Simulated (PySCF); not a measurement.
Question: Write Cartesian coordinates for `CS[C@@]1(SC(F)(F)F)C[C@@H]1C#N` as optimised with PBE0-D3(BJ)/def2-SVP.

Answer: 
```
atom  x, y, z in Å
C1     1.927   -1.725    0.262
S2     0.556   -1.166    1.289
C3    -0.026    0.196    0.294
S4    -0.582   -0.143   -1.382
C5    -2.154   -0.978   -1.010
F6    -2.927   -0.256   -0.203
F7    -2.786   -1.142   -2.165
F8    -1.997   -2.167   -0.448
C9    -0.668    1.326    1.039
C10    0.705    1.529    0.460
C11    0.915    2.416   -0.653
N12    1.118    3.136   -1.537
H13    2.343   -2.619    0.746
H14    2.712   -0.958    0.184
H15    1.561   -1.992   -0.740
H16   -0.741    1.237    2.126
H17   -1.501    1.830    0.547
H18    1.546    1.488    1.159
```

Orientation and origin are arbitrary. Atoms count from 1 in this order. The C–S distances run from 1.785 Å (S2–C3, drawn single) to 1.818 Å (S4–C5, drawn single), a spread of 0.033 Å. The 3-membered ring C3–C9–C10 has internal angles of 59.2° to 61.3°. S4 (sulfide sulfur) is bent (angle 99.4°). The 4 C–C bonds span 1.438 Å (C10–C11, drawn single) to 1.529 Å (C3–C10, drawn single), a spread of 0.091 Å.

Bonds between heavy atoms (Å): C1–S2 1.802, S2–C3 1.785, C3–S4 1.798, S4–C5 1.818, C5–F6 1.330, C5–F7 1.327, C5–F8 1.325, C3–C9 1.498, C9–C10 1.503, C10–C11 1.438, C11≡N12 1.158, C3–C10 1.529.

Computed, not measured: PBE0-D3(BJ)/def2-SVP geometry optimisation, gas phase (PySCF).

Point group: C1 (no symmetry element, even within 0.4 Å). Not checked by PBE0-D3(BJ)/def2-SVP frequencies. The numbers are those of one conformer (C1–S2–C3–S4 60°, S2–C3–S4–C5 73°).
